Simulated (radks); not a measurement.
Values are calculated unless marked as measured or tabulated.
Problem. Ionisation of Re+, [Xe] 4f14 5d5 6s1, to Re2+, [Xe] 4f14 5d5, under several functionals. Scalar-relativistic Kohn-Sham, spin-polarised, spherical densities, finite nucleus; open shells are filled with parallel spins first (spin-orbit coupling, left out, can overturn this in heavy ions); a radial shooting solver on a logarithmic mesh with Libxc functionals. Known Delta-SCF values: LDA (Slater exchange, VWN5 correlation) 17.477 eV. What does RPBE give, and what is its highest occupied eigenvalue?

Solution. 17.102 eV by Delta-SCF; the 6s eigenvalue is -13.499 eV. NIST: 16.6 eV (semi-empirical).
